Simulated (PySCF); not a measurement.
C₈H₁₄FN.
Atom-mapped SMILES: `[CH2:1]=[CH:2][CH2:3][C@@H:4]1[C@@H:5]([F:6])[CH2:7][N:8]1[CH2:9][CH3:10]` (hydrogens: H11, H12 on C1; H13 on C2; H14, H15 on C3; H16 on C4; H17 on C5; H18, H19 on C7; H20, H21 on C9; H22, H23, H24 on C10)

Structure used (PBE0-D3(BJ)/def2-SVP), in Å, numbered top down from 1:
```xyz
24
C8H14FN angstrom
C      3.845   -0.370   -0.396
C      2.830    0.222    0.233
C      1.496   -0.399    0.497
C      0.363    0.379   -0.148
C     -0.020    1.765    0.381
F      0.407    2.839   -0.339
C     -1.472    1.329    0.186
N     -0.997   -0.052    0.172
C     -1.646   -1.022   -0.670
C     -3.021   -1.395   -0.152
H      4.792    0.148   -0.566
H      3.767   -1.400   -0.761
H      2.953    1.259    0.573
H      1.293   -0.440    1.582
H      1.483   -1.440    0.132
H      0.531    0.466   -1.244
H      0.256    1.913    1.438
H     -2.214    1.584    0.959
H     -1.835    1.683   -0.803
H     -1.005   -1.920   -0.703
H     -1.724   -0.655   -1.721
H     -3.493   -2.153   -0.795
H     -2.951   -1.796    0.871
H     -3.688   -0.519   -0.126
```

Computed with PBE0-D3(BJ)/def2-SVP geometry optimisation, gas phase in PySCF 2.14.0.

Take the most abundant isotopes and a rigid rotor. The values belong to one conformer with, in the numbering `[CH2:1]=[CH:2][CH2:3][C@@H:4]1[C@@H:5]([F:6])[CH2:7][N:8]1[CH2:9][CH3:10]`, C1–C2–C3–C4 -120°, C2–C3–C4–C5 -69°, C7–N8–C9–C10 -72°, C3–C4–C5–F6 102°, C4–C5–C7–N8 19°, C5–C7–N8–C9 -145°, C3–C4–N8–C7 143°.

(1) What are A, B and C (GHz)?

(2) Classify the top.

(3) What does the inertial defect say?

(4) Give the other two planar moments, Paa and Pbb, and the rms extents of the mass along the axes.

(5) List the rotational levels J(Ka,Kc) to J = 4 (K).

(6) Which types of transition are allowed, and where do some lines up to J = 4 fall?

Answers

(1) Ia = 279.57, Ib = 620.30, Ic = 841.54 u·Å²; 505379 MHz·u·Å²/I gives 1808, 814.7 and 600.5 MHz, that is A = 1.8077, B = 0.8147, C = 0.6005 GHz.

(2) An asymmetric top; Ray's κ = -0.645.

(3) Not planar: Δ = Ic − Ia − Ib = -58.34 u·Å². For a rigid frame Δ = −2 Σ m c², so Σ m c² = 29.17 u·Å² lies off the ab plane: 13.31 from hydrogen and 15.86 from heavier atoms. The atom farthest from that plane is 1.64 Å away.

(4) Paa = Σ m a² = (Ib + Ic − Ia)/2 = 591.13 and Pbb = Σ m b² = (Ia + Ic − Ib)/2 = 250.40 u·Å². With the mass M = 143.11 u, the rms extents √(P/M) along a, b and c are 2.03, 1.32, 0.45 Å.

(5) Above 0(0,0), as E/k:
J = 1: 1(0,1) 0.068, 1(1,1) 0.116, 1(1,0) 0.126
J = 2: 2(0,2) 0.202, 2(1,2) 0.241, 2(1,1) 0.272, 2(2,1) 0.415, 2(2,0) 0.416
J = 3: 3(0,3) 0.400, 3(1,3) 0.429, 3(1,2) 0.490, 3(2,2) 0.619, 3(2,1) 0.626, 3(3,1) 0.884, 3(3,0) 0.884
J = 4: 4(0,4) 0.659, 4(1,4) 0.677, 4(1,3) 0.779, 4(2,3) 0.889, 4(2,2) 0.910, 4(3,2) 1.158, 4(3,1) 1.159, 4(4,1) 1.525, 4(4,0) 1.525

(6) The dipole components are |μa| = 0.91 D, |μb| = 0.93 D, |μc| = 0.24 D. Intensities carry the squares of the components, which stand as 0.94 : 1.00 : 0.06 (a : b : c). Some lines, for components of 0.1 D or more:

| type | branch | J(Ka,Kc) | MHz | lower level (cm⁻¹) |
| --- | --- | --- | --- | --- |
| c | Q | 2(1,2) ← 2(0,2) | 810 | 0.141 |
| c | Q | 4(2,3) ← 4(1,3) | 2297 | 0.541 |
| b | Q | 4(1,3) ← 4(0,4) | 2508 | 0.458 |
| a | R | 2(0,2) ← 1(0,1) | 2799 | 0.047 |
| c | Q | 2(2,1) ← 2(1,1) | 2979 | 0.189 |
| b | R | 3(0,3) ← 2(1,2) | 3316 | 0.168 |
| a | R | 3(1,3) ← 2(1,2) | 3906 | 0.168 |
| a | R | 3(0,3) ← 2(0,2) | 4126 | 0.141 |
| c | R | 2(1,1) ← 1(0,1) | 4252 | 0.047 |
| a | R | 4(3,1) ← 3(3,0) | 5732 | 0.614 |
| b | R | 3(2,2) ← 2(1,1) | 7225 | 0.189 |
| c | R | 3(2,1) ← 2(1,1) | 7376 | 0.189 |
| c | Q | 4(4,1) ← 4(3,1) | 7632 | 0.805 |
| b | Q | 4(4,1) ← 4(3,2) | 7652 | 0.805 |
| c | R | 3(2,2) ← 2(1,2) | 7867 | 0.168 |
| c | R | 4(2,3) ← 3(1,3) | 9598 | 0.298 |
| c | R | 3(3,1) ← 2(2,1) | 9764 | 0.288 |
| c | R | 4(3,1) ← 3(2,1) | 11103 | 0.435 |

PBE0-D3(BJ)/def2-SVP frequencies: not computed here. No vibrational averaging or centrifugal distortion is included, and the geometry carries the error of its method. A rigid rotor knows nothing of internal rotation, which can split or shift real lines. Quadrupole hyperfine structure (14N) is left out.
